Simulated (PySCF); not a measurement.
CH6ClNO2Si, SMILES Cl[Si](CN)(O)O. Coordinates come from a B3LYP-D3(BJ)/def2-SVP optimisation. The structure was generated by enumeration, and PubChem lists no compound with its InChIKey, so it may never have been made. One conformer was computed; it need not be the lowest.

Computed equilibrium geometry at B3LYP-D3(BJ)/def2-SVP (PySCF confirms it by a frequency run) as bond lengths and angles (one conformer of several):
Atoms: N1 C2 Si3 O4 O5 Cl6 H7 H8 H9 H10 H11 H12. Bond lengths (Å): N1–C2 1.469, N1–H7 1.021, N1–H8 1.021, C2–Si3 1.871, C2–H9 1.105, C2–H10 1.104, Si3–O4 1.651, Si3–O5 1.658, Si3–Cl6 2.100, O4–H11 0.965, O5–H12 0.964. Angles (°): C2–N1–H7 109.7, C2–N1–H8 109.6, H7–N1–H8 105.7, N1–C2–Si3 114.2, N1–C2–H9 109.3, N1–C2–H10 109.4, Si3–C2–H9 108.6, Si3–C2–H10 109.6, H9–C2–H10 105.3, C2–Si3–O4 106.2, C2–Si3–O5 116.9, C2–Si3–Cl6 107.4, O4–Si3–O5 108.9, O4–Si3–Cl6 110.1, O5–Si3–Cl6 107.3, Si3–O4–H11 117.7, Si3–O5–H12 117.6.
